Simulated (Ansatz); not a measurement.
Mulliken charges of C2H5FOSi, SMILES `FC1OC[SiH2]1` from r2SCAN/def2-TZVPP in Ansatz (PBE0-D4/def2-TZVP geometry).

```csv
atom,x (Å),y (Å),z (Å),charge (e)
F1,-2.095,0.234,-0.406,-0.230
C2,-1.070,0.128,0.523,0.181
O3,-0.480,-1.139,0.458,-0.268
C4,0.684,-0.953,-0.390,-0.064
Si5,0.563,0.914,-0.085,0.313
H6,-1.524,0.279,1.504,0.051
H7,0.485,-1.300,-1.407,0.080
H8,1.530,-1.505,0.021,0.073
H9,1.449,1.410,0.999,-0.064
H10,0.541,1.879,-1.214,-0.071
```

Task: By hand: the dipole of these point charges (1 e Å = 4.8032 D).

Result: Σ q r = (0.491, 0.198, 0.052) e Å, of length 0.532 e Å = 2.56 D.

Task: How does the dipole of the full density compare? (Best estimate.)

Result: Ansatz gave: (0.437, 0.179, 0.035) e Å, 2.27 D; the point charges give 1.13 times that, at 1° from its direction.

Point charges leave out the atoms' own dipoles, such as those of lone pairs, and Mulliken's split depends on the basis, so the close match here is no proof of good charges.
